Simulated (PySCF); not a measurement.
Dipole response of Mn⁺ (manganese, charge +1)

[Ar] 3d5 4s1, high-spin 7S determinant. Calculation: PySCF 2.14, in aug-cc-pVTZ-DK; scalar relativity by spin-free X2C-1e. Coupled (time-dependent) response in atomic units; α is the mean over directions.

```json
{"method": "M06-L", "mean α (bohr³)": "32.20", "C₆ (like pair)": "177.3", "S(−4)": "817.0"}
```

S(−4) is the Cauchy moment in α(ω) = α(0) + S(−4) ω² + …

α(iu) at M06-L:

| u (hartree) | α(iu) (bohr³) |
| --- | --- |
| 0 | 32.20 |
| 0.0500 | 30.30 |
| 0.100 | 25.87 |
| 0.200 | 16.97 |
| 0.300 | 11.48 |
| 0.500 | 6.482 |
| 0.750 | 4.092 |
| 1.00 | 2.967 |
| 1.50 | 1.875 |
| 2.00 | 1.332 |
| 3.00 | 0.7885 |
| 5.00 | 0.3741 |

For an ion, C₆ is the dispersion term alone; charge-induced terms of lower order in 1/R come first.
